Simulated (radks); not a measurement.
Results of a calculation; reference values are marked as such.
Charge is removed step by step from the 5p3/2 level of Te+, starting from [Kr] 4d10 5s2 5p(1/2: 2, 3/2: 1). Code: a radial shooting solver on a logarithmic mesh with Libxc functionals. Model: Dirac Kohn-Sham, PBE, spin-unpolarised, spherical densities, point nucleus.

removed (e)  E - E(0) (eV)  eigenvalue (eV)  E minus straight line (eV)
0                    0.000          -13.255                       0.000
0.25                 3.570          -15.311                      -0.793
0.5                  7.660          -17.419                      -1.065
0.75                12.283          -19.574                      -0.805
1                   17.451          -21.774                       0.000

Removing the whole electron costs 17.451 eV by Delta-SCF, against 13.255 eV from minus the eigenvalue at the starting occupation. Slater's transition state (half an electron removed) gives 17.419 eV. Integrating minus the eigenvalue over the occupation (Janak's theorem) gives 17.451 eV. The mean slope of the eigenvalue, de/dn, is 8.52 eV per electron. Ionisation energy of Te+ in the NIST Atomic Spectra Database: 18.6 eV (measured).

Beside tabulated values, note that spin-unpolarised runs miss the spin-polarisation part of the exchange energy of open shells.
